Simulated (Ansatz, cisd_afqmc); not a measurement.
Species: Br, charge 0, doublet.

Total energies in cc-pVTZ, 7 correlated electrons, 14 frozen orbitals. Radicals and triplets start from unrestricted determinants; spin-orbit coupling is neglected. Cores are frozen in correlated methods (noble-gas shells, and filled d and f shells in the p block). No relativity. AFQMC is phaseless with a CISD trial state; ± is one standard error, without the phaseless bias. Outlying blocks are dropped, and bars are widened where a walk drifts. Over all cases where full CI ran beside it in this data, AFQMC minus full CI had a median of +0.1 mEh and passed +0.4 mEh in a tenth of the cases. Spin-orbit terms, left out, reach several kcal/mol for Br and I, and more for heavier atoms.

| method | program | energy (Eh) | minus CCSDTQ (mEh) |
|---|---|---|---|
| HF | Ansatz | -2572.44509 | 158.20 |
| MP2 | Ansatz | -2572.57841 | 24.87 |
| CCSD | Ansatz | -2572.59816 | 5.12 |
| CCSD(T) | Ansatz | -2572.60263 | 0.66 |
| CCSDT(Q) | Ansatz | -2572.60328 | 0.01 |
| CCSDTQ | Ansatz | -2572.60329 | 0.00 |
| AFQMC/CISD | cisd_afqmc | -2572.6030 ± 0.0001 | 0.3 ± 0.1 |

Ansatz is an electronic-structure program.
